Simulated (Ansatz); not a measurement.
Cost and result up the ladder for Sn10H16, a cluster cut from cubic tin (26 atoms). Total charge 0; singlet. Geometry: PBE-D4/def2-SVP.

Cartesian coordinates in Å:
```
Sn 0.3423 2.1042 1.8385
Sn -2.4696 -1.2776 0.4788
Sn 2.0977 -1.8653 0.3017
Sn 0.0305 1.0315 -2.6248
Sn 2.4331 0.2422 2.1384
Sn -0.3719 -3.1316 0.7781
Sn -2.1207 0.8267 2.3163
Sn 0.3765 3.1325 -0.7828
Sn -2.4342 -0.2397 -2.1375
Sn 2.1197 -0.8307 -2.3166
H 0.5543 3.4073 2.9740
H -3.9975 -2.0633 0.7725
H 3.3926 -3.0163 0.4906
H 0.0513 1.6675 -4.2459
H 2.4452 -0.3826 3.7593
H 3.9629 1.0219 1.8743
H -0.3921 -3.7891 2.3857
H -0.5873 -4.4566 -0.3241
H -2.1611 0.2116 3.9402
H -3.4214 1.9683 2.1643
H -0.8947 4.3018 -0.9748
H 1.8805 3.9490 -1.0803
H -3.7344 0.8970 -2.3363
H -2.6843 -1.5143 -3.2913
H 3.6487 -0.0700 -2.6371
H 1.9339 -2.1243 -3.4614
```

Ansatz on 2 threads of AMD EPYC 7R13 on a shared host and a share (18 GiB) of an NVIDIA H100 80GB HBM3. Times are rough, and most runs start from the orbitals of an earlier one. ωB97M-V/def2-TZVP serves as the yardstick here, not as an exact answer. Differences are given only for rows in sets of like size (and for xTB, whose basis is part of the method), since another set adds its own error. Binding counts from free atoms at the same level (Sn triplet, H doublet; other spins of the atoms weren't run), without zero-point energy or a counterpoise term.

In the def2 sets Sn takes a core potential, while STO-3G treats all electrons; there is no spin–orbit coupling. LC-ωPBE has ω = 0.4 bohr⁻¹. Correlated methods freeze 40 core orbitals; core or outer-core shells of Sn are correlated, in sets that lack core-valence functions. Single mean-field runs in def2-TZVP are fitted with def2-universal-jkfit.

Correlated methods converge slowly with the basis.

| level | functions | wall time | binding energy per atom (eV) | difference from ωB97M-V/def2-TZVP (eV) |
| --- | --- | --- | --- | --- |
| PBE-D4/def2-SVP | 340 | 10 s | 2.40 | – |
| revPBE-D4/def2-TZVP | 596 | 11 s | 2.33 | -0.08 |
| PBE0-D4/def2-SVP | 340 | 13 s | 2.39 | – |
| HF/STO-3G | 286 | 13 s | 3.54 | – |
| PBE-D4/def2-TZVP (with forces) | 596 | 13 s | 2.41 | 0.00 |
| LC-ωPBE/def2-TZVP (with forces) | 596 | 13 s | 2.36 | -0.05 |
| PBE0-D4/def2-TZVP | 596 | 14 s | 2.41 | 0.00 |
| r2SCAN-D4/def2-TZVP | 596 | 14 s | 2.42 | 0.01 |
| ωB97M-V/def2-TZVP | 596 | 16 s | 2.41 | 0.00 |
| MP2/def2-TZVP | 596 | 22 s | 2.27 | -0.14 |
